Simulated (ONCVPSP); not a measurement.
**Before and after: ONCV potential for Sb (Z = 51)**

```
Element                 : Sb
Generator               : ONCVPSP 4.0.1
Type                    : optimised norm-conserving Vanderbilt (ONCV)
Functional              : BLYP
Relativity              : scalar-relativistic
Frozen core             : [Ar] 3d10
Valence charge          : 23
Reference configuration : 4s2 4p6 4d10 5s1 5p4
Partial waves           : 4s+5s: rc 1.40 bohr, ncon 4, nbas 8, qcut 6.5 1/bohr, 2 projectors; 4p+5p: rc 1.20 bohr, ncon 4, nbas 7, qcut 10.5 1/bohr, 3 projectors, debl 1.2 Ha; 4d: rc 1.40 bohr, ncon 4, nbas 9, qcut 11.4 1/bohr, 2 projectors, debl 1.4 Ha
Local potential         : polynomial inside 1.00 bohr (lpopt 4, dvloc0 2 Ha)
Core correction         : none
```

Change: all radii scaled by about 0.85 (s 1.20, p 1.02, d 1.20 bohr); local potential polynomial inside 0.86 bohr (lpopt 4, dvloc0 2 Ha).

Cutoffs: the cutoffs (Ha) at which the residual kinetic energy of the hardest occupied pseudo-wave falls to 1 and 0.1 mHa per electron; they do not see the model core or the augmentation charge, which bear on the density cutoff. Errors are all-electron minus pseudo energies relative to the spin-unpolarised reference configuration.

**Question.** Predict the effect on cutoff, ghosts and configuration errors.

**Answer.** The potential gets harder (45 Ha and 93 Ha → 103 Ha and 130 Ha); of the 4 tests that both files solve, the error grows in 0 and shrinks in 1 by more than 15 % and 0.3 meV (median size 0.7 → 0.6 meV); neither file shows a bound ghost. A smaller radius makes the pseudo-wave follow the all-electron one further in, where it bends more sharply, so more plane waves are needed.

| quantity | base | changed |
| --- | --- | --- |
| cutoff, loose | 45 Ha | 103 Ha |
| cutoff, tight | 93 Ha | 130 Ha |
| loose cutoff by channel | s 22 Ha, p 40 Ha, d 45 Ha | s 103 Ha, p 52 Ha, d 48 Ha |
| bound ghosts | none | none |
| GHOST(+) flags under 300 eV | none | none |
| error for 4s2 4p6 4d10 5s2 5p3, meV [ΔE -8.16 eV] | +0.2 | +0.3 |
| error for 4s2 4p6 4d10 5s2 5p2, meV [ΔE 0.04 eV] | -1.1 | -0.8 |
| error for 4s2 4p6 4d10 5s2 5p1, meV [ΔE 15.95 eV] | -3.5 | -3.0 |
| error for 4s2 4p6 4d10 5s2 5p2.5, meV [ΔE -4.96 eV] | -0.3 | -0.1 |
